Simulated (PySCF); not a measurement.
# Rb (rubidium, neutral): TPSSh calculation

Configuration: [Kr] 5p1, 2P determinant (an excited configuration). Computed with PySCF 2.14 in def2-TZVPPD with the def2 core potential (28 electrons) (6s4p3d1f, 40 functions), with a scalar-relativistic core potential.

```json
{"Total energy": "-24.0343 hartree", "One-electron energy": "-39.1160 hartree", "Hartree (Coulomb) energy": "18.7611 hartree", "Exchange-correlation energy": "-3.6794 hartree", "⟨S²⟩": "0.7500", "⟨L²⟩": "2.000", "Sum of ⟨r⟩": "20.45 bohr", "Sum of ⟨r²⟩": "81.45 bohr²", "Traceless quadrupole moment −½Σ⟨3z² − r²⟩ along its main axis": "-22.3 e·bohr²"}
```

| shell | electrons | mean orbital energy (hartree) | spread (hartree) | rms radius, mean of both spins (bohr) |
| --- | --- | --- | --- | --- |
| 4s α | 1 | -1.29400 | 0 | 1.56 |
| 4s β | 1 | -1.29276 | 0 | 1.56 |
| 4p α | 3 | -0.66789 | 0.00313 | 1.85 |
| 4p β | 3 | -0.66692 | 0.00492 | 1.85 |
| 5p α | 1 | -0.05999 | 0 | 7.48 |

Energies and moments cover only the electrons outside the core potential.
